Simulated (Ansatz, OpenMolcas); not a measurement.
**SiHCl3 (SMILES Cl[SiH](Cl)Cl): the vertical energy of the triplet above the singlet, rung by rung**

SiHCl3 has 5 atoms, charge 0, and is taken as a singlet. As SMILES, `Cl[SiH](Cl)Cl`. The shape is that of a PBE0-D4/def2-TZVP optimisation.

```xyz
5

Cl    1.6909   -0.5714    0.8919
Si   -0.0813   -0.0127    0.0754
Cl    0.0177    1.9337   -0.4913
Cl   -0.4760   -1.1705   -1.5442
H    -1.1513   -0.1791    1.0681
```

Quantity: the vertical energy of the triplet above the singlet, in eV. The values are calculated.

```csv
level,kind,program,value (eV)
HF/def2-SVPD,Hartree–Fock,Ansatz,8.20
SVWN5/def2-SVPD,LDA,Ansatz,6.78
BLYP/def2-SVPD,GGA,Ansatz,6.70
TPSS/def2-SVPD,meta-GGA,OpenMolcas,6.98
B3LYP/def2-SVPD,global hybrid,Ansatz,7.26
CAM-B3LYP/def2-SVPD,range-separated hybrid,Ansatz,7.80
RPA@PBE/def2-SVPD,RPA,Ansatz,7.25
CCSD/def2-SVPD,coupled cluster or CI,Ansatz,8.24
FCI/STO-3G,exact in the basis,Ansatz,8.94
```

The values span 6.70 to 8.94 eV. A triplet this far above the singlet is often a Rydberg-like or dissociative state; sets without diffuse functions put Rydberg states too high. High-level rows in very small sets aren't better than simpler rows in larger ones.
